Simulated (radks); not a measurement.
Values are calculated unless marked as measured or tabulated.
Kinetic energies: the exact non-interacting value of the Kohn-Sham orbitals and orbital-free approximations, as 100 (|E| - |E exact|)/|E exact|, negative where the magnitude is too small. Species: Ne [Ne]; Mo [Kr] 4d5 5s1. Code: a radial shooting solver on a logarithmic mesh with Libxc functionals. Model: non-relativistic Kohn-Sham, PBE, spin-polarised, spherical densities, point nucleus. Every spin shell is full or empty, so the densities are truly spherical. Functionals are evaluated on that one density, not self-consistently.

functional            Ne       Mo
exact (hartree)  128.563  3975.27
Thomas-Fermi       -8.55    -5.57
TF + vW           +61.71   +38.47
TF + vW/9          -0.74    -0.68
TF + vW/5          +5.50    +3.24
LC94               -0.17    +0.08
revAPBEK           +0.45    +0.34
Perdew 92          -0.73    -0.67
Thakkar            -0.21    -0.50
LKT               +36.57   +20.54
PG1               +30.04   +16.19
DePristo-Kress     -0.41    -0.06
Ernzerhof          +0.16    -0.37
